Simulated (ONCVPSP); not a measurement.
## Potentials for fluorine (F) compared

Generated with ld1.x 7.5 (TM, RRKJ, ultrasoft, PAW), atompaw 4.2 or ONCVPSP 4.0.1. The cutoff is in Ry: for ld1.x and atompaw files where the sum of valence levels is converged to 10 mRy in a Bessel basis, for ONCV files where the hardest occupied wave has 1 mHa per electron of residual kinetic energy. The error is the largest all-electron minus pseudo excitation energy over each file’s own four to seven test configurations (ionisations up to +4, promotions, holes and added fractions of an electron), all of which were solved. The labels leave out finer settings (local radius, basis sizes, second energies), which also bear on the numbers. Spin-polarised tests are not counted. The rows are a selection from randomly drawn settings: files with unsolved tests, undetermined cutoffs or missed reference levels are left out.

A true bound ghost makes a file unfit for plane-wave use even where its test errors are small: the radial tests pick states by their node count and pass the ghost by.

| potential | cutoff (Ry) | largest error (meV) | bound ghosts |
| --- | --- | --- | --- |
| ONCV, LDA (Perdew-Wang 92), scalar-relativistic, rc 0.70/1.50 (sp), local smoothed, core correction yes, reference 2s2 2p3, qcut 7.4/8.7, projectors 2/2 | 499 | +495 | none |
| ONCV, PBE, scalar-relativistic, rc 0.85/1.60/1.55 (spd), local s, core correction yes, reference 2s2 2p5, qcut 6.2/7/5.4, projectors 0/1/1 | 290 | +2580 | none |
| ONCV, PBE, scalar-relativistic, rc 0.60/1.45/1.55 (spd), local s, core correction yes, reference 2s2 2p3.5, qcut 9.2/10.9/6.1, projectors 0/2/2 | 201 | +114 | none |
| ONCV, LDA (Perdew-Zunger), scalar-relativistic, rc 0.55/1.80/1.80 (spd), local smoothed, core correction yes, reference 2s1 2p6, qcut 12.3/5.9/5.4, projectors 2/3/1 | 273 | +4789 | s |
| ONCV, PBE, non-relativistic, rc 0.80/1.15/0.95 (spd), local smoothed, core correction yes, reference 2s2 2p4.5, qcut 9.8/13.7/10.4, projectors 1/3/2 | 158 | +219 | none |
| ONCV, PBEsol, scalar-relativistic, rc 0.75/1.15/1.15 (spd), local smoothed, core correction yes, reference 2s2 2p5, qcut 7/13.9/9.8, projectors 3/2/2 | 842 | +215 | s |

Problem. Fill in the row for F: ONCV, PBE, scalar-relativistic, rc 0.75/1.35 (sp), local s, core correction yes, reference 2s1 2p6, qcut 7.6/12, projectors 0/1.

Solution. cutoff 595 Ry, largest error +283 meV, bound ghosts: none.
